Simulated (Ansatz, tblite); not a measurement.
Removing and adding an electron: Si₃₂H₃₈, a nanocrystal cut from hexagonal silicon. Charge 0, multiplicity 1. Geometry: PBE-D4/def2-SVP. Ansatz, gas phase; energy differences of separate SCF runs; the oxidised species was run as a doublet alone; the reduced species was run as a doublet alone.

```xyz
70

Si   -3.379   -1.616    3.404
Si   -2.088   -3.496    2.824
Si    1.028   -1.675    4.172
Si    0.098   -2.803    2.313
Si    1.434   -4.655    1.759
Si    3.612   -3.911    1.274
Si   -3.487   -0.196    1.533
Si   -4.451   -1.364   -0.287
Si   -0.383    1.639    2.845
Si    1.564    0.535    3.569
Si   -1.307    0.496    0.995
Si    0.001   -1.374    0.451
Si   -2.917   -1.460   -2.069
Si   -0.948   -2.541   -1.372
Si    3.104    0.500    1.790
Si    2.172   -0.637   -0.062
Si    3.503   -2.498   -0.602
Si    0.595   -2.604   -3.146
Si    2.564   -3.676   -2.430
Si   -1.843    4.920    1.484
Si    0.120    3.851    2.225
Si   -2.750    3.750   -0.364
Si   -1.412    1.891   -0.887
Si   -2.366    0.735   -2.716
Si    1.678    3.793    0.463
Si    3.644    2.706    1.169
Si    0.753    2.646   -1.386
Si    2.056    0.772   -1.940
Si   -0.838    0.714   -4.503
Si    1.107   -0.391   -3.771
Si    0.618    4.077   -3.244
Si   -0.319    2.934   -5.095
H    -4.767   -2.027    3.832
H    -2.720   -0.903    4.559
H    -2.053   -4.494    3.956
H    -2.693   -4.172    1.619
H     0.035   -1.673    5.310
H     2.266   -2.401    4.639
H     1.442   -5.639    2.903
H     0.852   -5.345    0.550
H     4.147   -3.150    2.462
H     4.534   -5.076    1.004
H    -4.315    1.028    1.848
H    -4.827   -2.760    0.146
H    -5.708   -0.658   -0.731
H    -1.402    1.648    3.962
H     2.162    1.282    4.739
H    -3.503   -2.203   -3.248
H    -1.273   -3.951   -0.936
H     4.351   -0.233    2.229
H     4.883   -2.009   -0.975
H    -0.020   -3.330   -4.320
H     2.256   -5.095   -2.019
H     3.563   -3.724   -3.561
H    -2.851    4.960    2.606
H    -1.528    6.340    1.085
H     0.716    4.582    3.406
H    -4.147    3.280   -0.043
H    -2.831    4.660   -1.564
H    -3.623    1.465   -3.132
H     1.996    5.208    0.037
H     4.244    3.437    2.345
H     4.656    2.694    0.050
H     3.451    1.218   -2.314
H    -1.433   -0.033   -5.673
H     2.123   -0.414   -4.889
H    -0.233    5.273   -2.893
H     1.998    4.575   -3.595
H    -1.573    3.640   -5.550
H     0.662    2.938   -6.242
```

The xTB rows come from tblite. B3LYP takes the VWN-RPA correlation. Single mean-field runs in def2-TZVP are fitted with def2-universal-jkfit.

```tsv
level	−HOMO (eV)	vertical IE (eV)	−LUMO (eV)	vertical EA (eV)	HOMO–LUMO gap (eV)	IE − EA (eV)
GFN1-xTB	11.19	12.26	8.79	7.62	2.40	4.64
GFN2-xTB	8.66	9.82	6.03	4.82	2.63	5.01
PBE0-D4/def2-TZVP	6.65	7.57	1.89	1.17	4.76	6.40
```

(1) Estimate the rows for PBE-D4/def2-TZVP, B3LYP-D4/def2-TZVP.

Results:

(1) 
| level | −HOMO (eV) | vertical IE (eV) | −LUMO (eV) | vertical EA (eV) | HOMO–LUMO gap (eV) | IE − EA (eV) |
| --- | --- | --- | --- | --- | --- | --- |
| PBE-D4/def2-TZVP | 5.78 | 7.14 | 2.56 | 1.43 | 3.23 | 5.71 |
| B3LYP-D4/def2-TZVP | 6.51 | 7.58 | 1.94 | 1.17 | 4.57 | 6.41 |

 Raw xTB energy differences between charge states are shifted by several eV; the methods need an empirical correction for them. Sets without diffuse functions give affinities that are too small.
